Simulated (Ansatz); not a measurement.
Geometry optimisation, UKS PBE-D4/def2-SVP (Ansatz 0.2.0).

Input:

```yaml
crystal:
  periodic: [false, false, false]
  atoms:
    - { symbol: B, position_ang: [-0.529899, 0.793591, -0.557722] }
    - { symbol: O, position_ang: [0.871342, 0.745395, -0.838595] }
    - { symbol: F, position_ang: [-1.429253, 0.335331, -1.42684] }
    - { symbol: F, position_ang: [-0.921665, 1.397601, 0.557706] }
    - { symbol: H, position_ang: [1.049773, -0.988859, 0.620995] }
    - { symbol: S, position_ang: [0.114027, -1.779826, 1.217552] }
    - { symbol: H, position_ang: [1.01144, 0.299752, -1.696139] }
    - { symbol: H, position_ang: [-0.165765, -0.802986, 2.123042] }
magnetization:
  spin_polarized: true
basis:
  gaussian: { orbitals: def2-SVP }
hamiltonian:
  xc: pbe
  dispersion: d4
relax:
  f_tol: 0.03
  max_steps: 50
```

Command:

```bash
$ ansatz run input.yaml --threads 2 --pin off --max-ram 3072MiB --backend cpu --events-out ev --progress --plain --runs-dir out
```

Task: Where does it end, and by what steps?

Result: The forces met the threshold. After 11 steps the energy has fallen by 0.098 eV; H5 moved furthest, 0.53 Å.

```tsv
step	energy less start (eV)	largest force component (eV/Å)	accepted
0	0.0000	2.094	yes
1	-0.0598	1.305	yes
2	-0.0683	0.517	yes
3	-0.0876	0.136	yes
4	-0.0902	0.088	yes
5	-0.0938	0.107	yes
6	-0.0955	0.147	yes
7	-0.0968	0.079	yes
8	-0.0977	0.041	yes
9	-0.0981	0.047	yes
10	-0.0979	0.049	no
11	-0.0982	0.012	yes
```

```xyz
8
Properties=species:S:1:pos:R:3
B -0.488 0.804 -0.567
O 0.806 0.847 -0.979
F -1.470 0.306 -1.327
F -0.812 1.374 0.598
H 1.311 -1.206 1.030
S 0.089 -1.789 1.168
H 0.918 0.406 -1.840
H -0.354 -0.743 1.917
```

Whether the end is a true minimum wasn't checked by a vibrational analysis.

Run time: 9.3 s on 2 threads of AMD EPYC 9R45 96-Core Processor (Zen 5) (shared host), peak memory 0.18 GiB.
